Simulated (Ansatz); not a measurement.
Total energies of ClGa (`[Cl][Ga]`).

```xyz
2

Cl    0.4556   -0.0763   -1.0069
Ga   -0.4556    0.0763    1.0069
```

Charge 0, multiplicity 1. Correlated methods include outer-core shells of Ga, which these sets cover unevenly. Scalar relativity is left out up to krypton. Geometry: relaxed with PBE0-D4/def2-TZVP. Basis def2-TZVPP, Ansatz 0.2.0.

RPA on PBE orbitals: Hartree–Fock energy of these orbitals -2382.79652 Eh, correlation -0.61022 Eh (frozen core).

```csv
functional,energy without D4 (Eh),D4 term (kJ/mol)
LDA (SPW92),-2380.61854,–
PBE,-2384.65605,-3.8
revPBE,-2384.91163,-8.6
BLYP,-2385.21222,-8.2
r2SCAN,-2385.08790,-0.7
B97M-V,-2384.64167,–
PBE0,-2384.72752,-3.2
B3LYP,-2385.20248,-6.5
r2SCANh,-2385.07538,-0.8
r2SCAN0,-2385.05755,-0.9
HSE06 (plane-wave form),-2384.71951,-3.1
BHLYP,-2385.11103,-6.6
CAM-B3LYP,-2385.26610,-3.4
LC-ωPBE,-2384.74168,–
ωB97X-V,-2384.88150,–
ωB97M-V,-2385.01029,–
B2PLYP,-2384.64072,–
PBE-QIDH,-2384.30009,–
```

B3LYP takes the VWN-RPA correlation (the form of Gaussian; ORCA's B3LYP/G). HSE06 is the plane-wave form, built on full-range PBE exchange. The double hybrids freeze the cores in their second-order part.

LC-ωPBE has ω = 0.4 bohr⁻¹.
